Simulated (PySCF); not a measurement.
1,1-difluoro-2-methylprop-1-ene (C₄H₆F₂), SMILES CC(C)=C(F)F. Geometry optimised at PBE-D3(BJ)/def2-SVP.

All values below come from PySCF with PBE-D3(BJ)/def2-SVP.

Harmonic wavenumbers (cm⁻¹): 151, 162, 176, 236, 318, 330, 513, 526, 584, 731, 938, 953, 956, 1045, 1158, 1231, 1279, 1352, 1354, 1398, 1405, 1414, 1417, 1776, 2953, 2957, 3018, 3019, 3089, 3089. Rotational constants (GHz): 4.788, 3.149, 1.947; symmetry number 2.

Task: Work out the zero-point energy and the ideal-gas rigid-rotor harmonic-oscillator thermochemistry at 298.15 K and 1 atm.

Result: ZPE = ½ Σ hcν = ½ × 39527 cm⁻¹ = 56.51 kcal/mol. H − E(el) = 61.45 kcal/mol. Entropy in cal/(mol K): translation 39.47, rotation 25.42, vibration 14.59, total 79.48. G − E(el) = 37.75 kcal/mol. Cp = 25.81 cal/(mol K).
